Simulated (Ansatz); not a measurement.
Diatomic AsH, multiplicity 3 (the spin of the measured ground state). No spin–orbit coupling. As is treated without relativity.

```tsv
level	bond energy D_e (kcal/mol)
SVWN5/def2-TZVPP	78.56
PBE/def2-TZVPP	68.21
r2SCAN/def2-TZVPP	69.17
B97M-V/def2-TZVPP	70.14
B3LYP/def2-TZVPP	70.41
PBE0/def2-TZVPP	66.86
BHLYP/def2-TZVPP	68.37
CAM-B3LYP/def2-TZVPP	70.20
wB97X-V/def2-TZVPP	70.49
wB97M-V/def2-TZVPP	68.38
B2PLYP/def2-TZVPP	67.68
CCSD/def2-TZVPP	64.40
CCSD/def2-QZVPP	65.90
CCSD(T)/def2-QZVPP	66.58
```

The rows run from 64.40 (CCSD/def2-TZVPP) to 78.56 kcal/mol (SVWN5/def2-TZVPP). The 11 functionals in def2-TZVPP without D3 or D4 span 11.70, from PBE0 to SVWN5.

D_e counts from the fitted minimum to each atom's lowest state at the same level, without counterpoise.

Correlated levels freeze the inner cores; with def2 sets outer-core shells near the valence are correlated too.

Run with Ansatz (Gaussian basis) for Hartree–Fock, density functionals and correlated methods.

Ansatz is a quantum-chemistry and plane-wave program.
